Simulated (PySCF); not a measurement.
HSe, SMILES [SeH] (connectivity only; charge and spin as stated), charge -1, multiplicity 1. Geometry optimised at PBE0-D3(BJ)/def2-TZVPD. The spin state was assumed, not searched.

Method: PBE0-D3(BJ)/def2-TZVPD (PySCF).

Harmonic wavenumbers (cm⁻¹): 2394. Rotational constants (GHz): 233.9 (linear); symmetry number 1.

Problem. Work out the zero-point energy and the ideal-gas rigid-rotor harmonic-oscillator thermochemistry at 298.15 K and 1 atm.

Solution. ZPE = ½ Σ hcν = ½ × 2394 cm⁻¹ = 14.32 kJ/mol. H − E(el) = 22.99 kJ/mol. Entropy in J/(mol K): translation 163.39, rotation 35.58, vibration 0.00, total 198.98. G − E(el) = -36.33 kJ/mol. Cp = 29.11 J/(mol K).
